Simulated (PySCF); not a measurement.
**Finite-field polarisability of Ar (argon, neutral)**

[Ar], closed-shell 1S. Computed with PySCF 2.14 in aug-cc-pV(Q+d)Z (7s6p5d3f2g, 89 functions), with no relativity, point nucleus. Frozen: [Ne]. Energy changes in a uniform field (μhartree):

| axis | F (au) | HF | MP2 | CCSD | CCSD(T) |
| --- | --- | --- | --- | --- | --- |
| x | 0.0043 | -99.387 | -103.063 | -101.899 | -102.746 |
| x | 0.0086 | -397.669 | -412.402 | -407.737 | -411.133 |

**Question.** Derive α along x at CCSD(T) from the two fields.

**Answer.** With ΔE = −αF²/2 − γF⁴/24, α = −(16 ΔE(F) − ΔE(2F))/(6F²) = 11.11 bohr³.

**Question.** And the mean polarisability at each level?

**Answer.** HF 10.75, MP2 11.15, CCSD 11.02, CCSD(T) 11.11 bohr³. Reference: 11.083 ± 0.007 bohr³ (recommended; Schwerdtfeger and Nagle, table of static dipole polarizabilities (2023 update)).
